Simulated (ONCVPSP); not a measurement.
**Before and after: ONCV potential for rhenium (Re)**

Re (Z = 75), optimised norm-conserving Vanderbilt (ONCV), made with ONCVPSP 4.0.1 (PBE, fully relativistic). Core [Kr] 4d10 4f14, reference 5s2 5p6 5d5 6s2. Waves: 5s+6s: rc 1.75 bohr, ncon 4, nbas 8, qcut 8.3 1/bohr, 3 projectors, debl 2.5 Ha; 5p: rc 1.45 bohr, ncon 3, nbas 6, qcut 8.5 1/bohr, 2 projectors, debl 3.6 Ha; 5d: rc 1.80 bohr, ncon 4, nbas 9, qcut 5.2 1/bohr, 2 projectors, debl 2.6 Ha. Local part: polynomial inside 1.00 bohr (lpopt 4, dvloc0 2 Ha). Core correction: Teter function, fcfact 3.75, rcfact 1.3.

Open shells are filled in proportion to 2j + 1.

Change: core correction Teter function, fcfact 3.75, rcfact 1.14.

Cutoffs: the cutoffs (Ha) at which the residual kinetic energy of the hardest occupied pseudo-wave falls to 1 and 0.1 mHa per electron; they do not see the model core or the augmentation charge, which bear on the density cutoff. Errors are all-electron minus pseudo energies relative to the spin-unpolarised reference configuration.

Question: What does the change do?

Answer: The potential gets neither clearly harder nor softer (27 Ha and 79 Ha → 27 Ha and 79 Ha); of the 4 tests that both files solve, the error grows in 3 and shrinks in 0 by more than 15 % and 0.3 meV (median size 0.7 → 1.6 meV); neither file shows a bound ghost. That the errors move this way runs against the usual rule that smaller radii transfer better. A model core, the more so a compact one, raises the density cutoff, which this test does not measure.

| quantity | base | changed |
| --- | --- | --- |
| cutoff, loose | 27 Ha | 27 Ha |
| cutoff, tight | 79 Ha | 79 Ha |
| bound ghosts | none | none |
| GHOST(+) flags under 300 eV | none | none |
| error for 5s2 5p6 5d5 6s1, meV [ΔE 9.26 eV] | +0.1 | +0.4 |
| error for 5s2 5p6 5d5 6s0, meV [ΔE 25.58 eV] | +1.3 | +2.8 |
| error for 5s2 5p6 5d4 6s0, meV [ΔE 52.70 eV] | +5.5 | +6.8 |
| error for 5s2 5p6 5d5 6s1.5, meV [ΔE 3.78 eV] | 0.0 | +0.1 |
| s: phases at 1.77 bohr within 0.05 rad from the reference energy up to (Ha; the scan ends near 5) | to the end of the scan | to the end of the scan |
| p3/2: phases at 1.47 bohr within 0.05 rad from the reference energy up to (Ha; the scan ends near 5) | to the end of the scan | to the end of the scan |
| p1/2: phases at 1.47 bohr within 0.05 rad from the reference energy up to (Ha; the scan ends near 5) | to the end of the scan | to the end of the scan |
| d5/2: phases at 1.83 bohr within 0.05 rad from the reference energy up to (Ha; the scan ends near 5) | to the end of the scan | to the end of the scan |
| d3/2: phases at 1.83 bohr within 0.05 rad from the reference energy up to (Ha; the scan ends near 5) | to the end of the scan | to the end of the scan |
| rms error of d²Exc/dni dnj with the model core, mHa | 4.15 | 5.44 |
